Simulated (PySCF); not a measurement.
## Working out the ionisation energy of Se

Se [Ar] 3d10 4s2 4p4 (3P) → Se⁺ [Ar] 3d10 4s2 4p3 (4S). Computed with PySCF 2.14 in 6-31G* (5s4p3d, 32 functions), with no relativity, point nucleus. Frozen: [Ar] 3d10. Energies in hartree (1 hartree = 27.21139 eV):

```csv
part,Se (lower),Se⁺ (upper)
UHF,-2399.523431,-2399.210348
CCSD correlation,-0.085204,-0.071075
(T),-0.001101,-0.000697
```

Question: What does Hartree-Fock give?

Answer: (-2399.210348) − (-2399.523431) = 0.313083 hartree = 8.519 eV.

Question: What do CCSD and CCSD(T) give?

Answer: The CCSD correlation energies differ by 0.014129 hartree = 0.384 eV and the triples by 0.000404 hartree = 0.011 eV, so CCSD gives 8.903 eV and CCSD(T) 8.914 eV.

Measured between the centres of the two terms (NIST): 9.635 eV, so CCSD(T) (valence) is off by -0.721 eV.

The calculation is non-relativistic.

What remains against the reference includes basis incompleteness, the frozen core and higher excitations.
